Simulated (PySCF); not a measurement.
Record of a relaxation.

(F2Al-mu-SH)2.
Bonds: Al1–F2, Al1–F3, Al1–S4, Al1–S8, S4–Al5, Al5–F6, Al5–F7, Al5–S8. Hydrogens: H9 on S4; H10 on S8.

Method: PBE0-D3(BJ)/def2-SVP geometry optimisation, gas phase in PySCF 2.14.0; density fitting, grid level 1; the optimiser is geomeTRIC in internal coordinates, started from a GFN2-xTB structure with every atom displaced at random (about 0.03 Å). 14 of its 19 geometries are shown. The frame can shift and turn from step to step; on so coarse a grid that alone can change the energy by a few meV, and forces under 0.02 eV/Å are noise.

Step 0: E = -45733.2786 eV, largest atomic force 3.068 eV/Å
```
atom  x, y, z in Å  |  force x, y, z in eV/Å
Al1    -1.127   -0.594   -0.721   -0.196   2.243  -2.083
F2     -1.981   -1.797   -0.030   -0.400  -0.784   0.353
F3     -1.590    0.262   -2.164    0.567  -1.155   1.599
S4      1.158   -1.230   -0.861   -1.024  -0.506   0.950
Al5     1.184    0.498    0.695    0.420   0.304   0.616
F6      1.936    1.799   -0.011    0.198  -0.039   0.027
F7      1.586   -0.257    2.135   -0.052   0.222  -0.371
S8     -1.013    1.236    0.848   -0.205  -2.308   1.350
H9      0.858   -2.128    0.171    0.413   0.494  -0.771
H10    -0.887    2.135   -0.058    0.278   1.528  -1.669
```

Step 1: E = -45733.5963 eV, largest atomic force 0.870 eV/Å
```
atom  x, y, z in Å  |  force x, y, z in eV/Å
Al1    -1.167   -0.582   -0.733   -0.057   0.735  -0.462
F2     -2.011   -1.829   -0.059   -0.095  -0.241   0.071
F3     -1.595    0.222   -2.137    0.087  -0.312   0.283
S4      1.100   -1.205   -0.841   -0.424   0.092   0.138
Al5     1.213    0.524    0.726    0.193   0.187   0.150
F6      1.985    1.812    0.016    0.101  -0.059   0.075
F7      1.629   -0.234    2.147    0.032   0.114  -0.085
S8     -1.014    1.186    0.850    0.013  -0.348  -0.168
H9      0.863   -2.106    0.144    0.135  -0.115  -0.013
H10    -0.878    2.135   -0.109    0.014  -0.052   0.010
```

Step 3: E = -45733.6550 eV, largest atomic force 0.165 eV/Å
```
atom  x, y, z in Å  |  force x, y, z in eV/Å
Al1    -1.217   -0.568   -0.754   -0.005  -0.098   0.133
F2     -2.044   -1.852   -0.099    0.010   0.056  -0.047
F3     -1.637    0.180   -2.170   -0.043   0.021  -0.095
S4      1.040   -1.177   -0.816   -0.002   0.046   0.024
Al5     1.250    0.560    0.750   -0.016  -0.060  -0.086
F6      2.045    1.835    0.045    0.019  -0.004   0.044
F7      1.699   -0.170    2.169    0.036   0.040   0.042
S8     -1.015    1.136    0.842    0.008   0.072  -0.102
H9      0.888   -2.116    0.149    0.019  -0.033  -0.007
H10    -0.886    2.096   -0.112   -0.027  -0.041   0.094
```

Step 4: E = -45733.6579 eV, largest atomic force 0.093 eV/Å
```
atom  x, y, z in Å  |  force x, y, z in eV/Å
Al1    -1.224   -0.571   -0.757   -0.008  -0.044   0.029
F2     -2.051   -1.856   -0.106    0.000   0.036  -0.025
F3     -1.648    0.165   -2.182   -0.003  -0.013   0.007
S4      1.037   -1.174   -0.812    0.022   0.032   0.018
Al5     1.255    0.564    0.751   -0.034  -0.072  -0.048
F6      2.055    1.839    0.056    0.011   0.011   0.017
F7      1.711   -0.150    2.177    0.012   0.023   0.018
S8     -1.017    1.132    0.838    0.012   0.024  -0.030
H9      0.900   -2.124    0.144    0.004  -0.010  -0.012
H10    -0.894    2.098   -0.105   -0.017   0.014   0.028
```

Step 6: E = -45733.6597 eV, largest atomic force 0.024 eV/Å
```
atom  x, y, z in Å  |  force x, y, z in eV/Å
Al1    -1.223   -0.576   -0.760    0.002   0.017  -0.018
F2     -2.054   -1.858   -0.115   -0.004  -0.007   0.007
F3     -1.648    0.150   -2.191    0.010  -0.007   0.009
S4      1.044   -1.167   -0.813    0.004   0.007   0.002
Al5     1.252    0.561    0.754   -0.007  -0.006   0.008
F6      2.058    1.842    0.075   -0.001   0.004  -0.002
F7      1.707   -0.139    2.188   -0.008  -0.003  -0.002
S8     -1.022    1.131    0.832    0.006  -0.018   0.010
H9      0.918   -2.134    0.129    0.001   0.001  -0.006
H10    -0.907    2.113   -0.094   -0.002   0.014  -0.009
```

Step 7: E = -45733.6602 eV, largest atomic force 0.024 eV/Å
```
atom  x, y, z in Å  |  force x, y, z in eV/Å
Al1    -1.220   -0.576   -0.764    0.001   0.013  -0.011
F2     -2.051   -1.859   -0.121    0.001  -0.009   0.006
F3     -1.643    0.149   -2.195    0.005   0.002  -0.006
S4      1.050   -1.162   -0.815   -0.003   0.000  -0.004
Al5     1.248    0.559    0.759    0.007   0.018   0.015
F6      2.055    1.844    0.088   -0.004  -0.002   0.000
F7      1.698   -0.142    2.193   -0.008  -0.008  -0.002
S8     -1.025    1.129    0.831   -0.002  -0.010   0.006
H9      0.924   -2.135    0.120    0.002   0.000  -0.001
H10    -0.912    2.116   -0.090    0.001  -0.003  -0.003
```

Step 8: E = -45733.6612 eV, largest atomic force 0.067 eV/Å
```
atom  x, y, z in Å  |  force x, y, z in eV/Å
Al1    -1.209   -0.577   -0.778   -0.001  -0.002   0.004
F2     -2.040   -1.865   -0.142    0.014  -0.008  -0.001
F3     -1.626    0.147   -2.210   -0.006   0.016  -0.032
S4      1.065   -1.146   -0.819   -0.013  -0.013  -0.015
Al5     1.236    0.557    0.773    0.031   0.055   0.024
F6      2.048    1.852    0.126   -0.010  -0.011   0.007
F7      1.671   -0.154    2.208   -0.005  -0.013   0.001
S8     -1.037    1.120    0.827   -0.021   0.012  -0.004
H9      0.941   -2.134    0.099    0.003  -0.001   0.007
H10    -0.925    2.122   -0.080    0.007  -0.034   0.010
```

Step 10: E = -45733.6616 eV, largest atomic force 0.134 eV/Å
```
atom  x, y, z in Å  |  force x, y, z in eV/Å
Al1    -1.185   -0.578   -0.810   -0.003  -0.032   0.032
F2     -2.010   -1.880   -0.195    0.038  -0.002  -0.018
F3     -1.585    0.146   -2.245   -0.024   0.042  -0.073
S4      1.101   -1.108   -0.825   -0.030  -0.036  -0.030
Al5     1.209    0.554    0.809    0.067   0.110   0.038
F6      2.026    1.871    0.213   -0.021  -0.029   0.015
F7      1.609   -0.180    2.242    0.001  -0.019   0.009
S8     -1.066    1.098    0.818   -0.051   0.054  -0.023
H9      0.979   -2.129    0.057    0.004  -0.003   0.021
H10    -0.954    2.128   -0.060    0.019  -0.085   0.029
```

Step 11: E = -45733.6596 eV, largest atomic force 0.174 eV/Å
```
atom  x, y, z in Å  |  force x, y, z in eV/Å
Al1    -1.154   -0.578   -0.853   -0.004  -0.064   0.062
F2     -1.968   -1.900   -0.266    0.058   0.011  -0.034
F3     -1.530    0.150   -2.290   -0.038   0.062  -0.102
S4      1.143   -1.061   -0.826   -0.042  -0.058  -0.044
Al5     1.175    0.552    0.855    0.090   0.141   0.048
F6      1.994    1.894    0.320   -0.028  -0.044   0.011
F7      1.533   -0.213    2.282    0.007  -0.020   0.019
S8     -1.104    1.069    0.806   -0.074   0.099  -0.041
H9      1.024   -2.116    0.016    0.003  -0.005   0.036
H10    -0.988    2.126   -0.040    0.028  -0.123   0.046
```

Step 12: E = -45733.6613 eV, largest atomic force 0.144 eV/Å
```
atom  x, y, z in Å  |  force x, y, z in eV/Å
Al1    -1.167   -0.578   -0.836   -0.004  -0.052   0.050
F2     -1.984   -1.893   -0.238    0.048   0.007  -0.030
F3     -1.552    0.150   -2.272   -0.032   0.051  -0.086
S4      1.125   -1.081   -0.825   -0.033  -0.044  -0.034
Al5     1.189    0.554    0.837    0.075   0.117   0.038
F6      2.007    1.886    0.275   -0.024  -0.034   0.016
F7      1.564   -0.199    2.266    0.006  -0.017   0.015
S8     -1.089    1.080    0.812   -0.063   0.079  -0.036
H9      1.004   -2.120    0.035    0.003  -0.004   0.028
H10    -0.973    2.125   -0.049    0.023  -0.103   0.039
```

Step 14: E = -45733.6635 eV, largest atomic force 0.034 eV/Å
```
atom  x, y, z in Å  |  force x, y, z in eV/Å
Al1    -1.160   -0.581   -0.852    0.008  -0.006  -0.012
F2     -1.967   -1.908   -0.268    0.016  -0.004  -0.022
F3     -1.541    0.154   -2.289   -0.005   0.004   0.011
S4      1.131   -1.075   -0.814    0.006  -0.018   0.001
Al5     1.184    0.565    0.855   -0.001  -0.003   0.008
F6      1.997    1.898    0.296   -0.005   0.009   0.008
F7      1.554   -0.193    2.283    0.002   0.004   0.003
S8     -1.103    1.070    0.805   -0.032   0.011   0.006
H9      1.005   -2.113    0.048   -0.004   0.010   0.011
H10    -0.974    2.106   -0.059    0.014  -0.008  -0.013
```

Step 15: E = -45733.6633 eV, largest atomic force 0.067 eV/Å
```
atom  x, y, z in Å  |  force x, y, z in eV/Å
Al1    -1.136   -0.586   -0.884    0.014   0.004  -0.013
F2     -1.928   -1.933   -0.328    0.001  -0.005  -0.017
F3     -1.500    0.160   -2.322    0.002  -0.011   0.030
S4      1.158   -1.052   -0.799    0.021  -0.001   0.016
Al5     1.158    0.574    0.889   -0.033  -0.056  -0.018
F6      1.966    1.920    0.356    0.002   0.022   0.005
F7      1.507   -0.199    2.315    0.003   0.016   0.005
S8     -1.134    1.050    0.790   -0.009  -0.002   0.009
H9      1.023   -2.098    0.052   -0.007   0.010   0.006
H10    -0.989    2.088   -0.066    0.006   0.022  -0.022
```

Step 17: E = -45733.6636 eV, largest atomic force 0.033 eV/Å
```
atom  x, y, z in Å  |  force x, y, z in eV/Å
Al1    -1.126   -0.590   -0.891    0.009   0.003   0.002
F2     -1.917   -1.942   -0.344   -0.001  -0.006  -0.008
F3     -1.487    0.159   -2.327    0.003  -0.004   0.003
S4      1.168   -1.051   -0.790    0.014   0.000   0.013
Al5     1.149    0.576    0.896   -0.017  -0.026  -0.013
F6      1.953    1.927    0.367   -0.003   0.008   0.005
F7      1.493   -0.192    2.325    0.000   0.012   0.006
S8     -1.144    1.047    0.782   -0.001   0.003  -0.005
H9      1.027   -2.094    0.063   -0.006   0.006   0.004
H10    -0.991    2.083   -0.077    0.002   0.005  -0.008
```

Step 18: E = -45733.6638 eV, largest atomic force under 0.02 eV/Å
```
atom  x, y, z in Å  |  force x, y, z in eV/Å
Al1    -1.126   -0.590   -0.890    0.003   0.001   0.003
F2     -1.916   -1.943   -0.346    0.001  -0.005  -0.004
F3     -1.488    0.160   -2.324    0.005  -0.003  -0.005
S4      1.169   -1.052   -0.789    0.010  -0.003   0.009
Al5     1.148    0.575    0.895   -0.006  -0.005  -0.004
F6      1.950    1.927    0.365   -0.004   0.002   0.004
F7      1.495   -0.189    2.326   -0.002   0.008   0.005
S8     -1.143    1.048    0.782   -0.003   0.005  -0.009
H9      1.025   -2.094    0.066   -0.005   0.003   0.004
H10    -0.990    2.083   -0.080    0.001  -0.003  -0.001
```

**Question.** Summarise the path.

**Answer.** The energy falls by 37.16 kJ/mol from step 0 to step 18; nine tenths of that is first reached at step 2. It rises by more than 0.2 meV at steps 9, 11 and 15. The largest force goes from 3.068 to under 0.02 eV/Å. Among the bonds Al1–F3 changes most, from 1.740 to 1.659 Å; the atoms move by 0.123 Å rms after alignment.

The cost below is that of the whole optimisation. The run took 4.5 min on Arm Neoverse N1, one thread, shared host with 64 logical CPUs at a one-minute load of 46, and the process peaked at 0.57 GiB of memory.
